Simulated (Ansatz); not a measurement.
Consider the substitution at a C–O bond: `CC(C)OB(O)F` + HBr → `CC(C)Br` + `OB(O)F`.

Calculated with Ansatz (gas phase, PBE0-D4/def2-TZVP geometries, no zero-point term in ΔE). CCSD(T)/CBS is the MP2 limit (def2-TZVPP, def2-QZVPP) plus CCSD(T) − MP2 in def2-TZVPP, frozen cores. DFT in def2-TZVPP. For Br outer-core shells are correlated without core-valence functions, which leaves a few kJ/mol of doubt a bond. Scalar relativity is left out up to krypton. Each species was taken in one conformer, which may not be the lowest.

**Question.** Is it downhill or uphill in electronic energy at CCSD(T)/CBS, and by how much? (An estimate is asked.)

**Answer.** The calculation gave: Downhill: ΔE = -0.31 eV.

**Question.** What do these levels give: ωB97X-V, B2PLYP, MP2/def2-TZVPP, CCSD/def2-TZVPP, HF/def2-QZVPP, MP2/CBS(def2)? (Estimate.)

**Answer.** Ansatz gave: ωB97X-V -0.22, B2PLYP -0.30, MP2/def2-TZVPP -0.37, CCSD/def2-TZVPP -0.26, HF/def2-QZVPP -0.22, MP2/CBS(def2) -0.41 eV.

Largest T1 diagnostic among the species: 0.012.

In def2-TZVPP, CCSD(T) changes the Hartree–Fock value by −0.05 eV (the triples alone add −0.01 eV) and MP2 by −0.15 eV.
